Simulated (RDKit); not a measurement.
A run for RDKit: MMFF94 on ClHSSi (SMILES S[Si]Cl), a point of a torsion scan.

```python
from rdkit import Chem
from rdkit.Chem import AllChem, rdDetermineBonds

blocks = [
'''4

S    -1.27363579    0.51012940    0.42641009
Si    0.80696414    0.81255687   -0.26947577
Cl    0.54051191    2.07504484   -1.85995739
H    -1.46451634   -0.54299307   -0.35678478
''',
]
mol = None
for b in blocks:
    f = Chem.MolFromXYZBlock(b)
    rdDetermineBonds.DetermineBonds(f, charge=0)
    mol = f if mol is None else Chem.CombineMols(mol, f)
Chem.SanitizeMol(mol)
print(Chem.MolToSmiles(Chem.RemoveHs(mol)))
ff = AllChem.MMFFGetMoleculeForceField(mol, AllChem.MMFFGetMoleculeProperties(mol), nonBondedThresh=100.0, ignoreInterfragInteractions=False)
e = ff.CalcEnergy()
print(f'MMFF94 energy {e:.6f} kcal/mol')
```

Program output:

```
[H]/[S+]=[Si-]/Cl
MMFF94 energy -2.968992 kcal/mol
```

The run finished.

Cost: about 0.020 core-seconds (a rough figure).
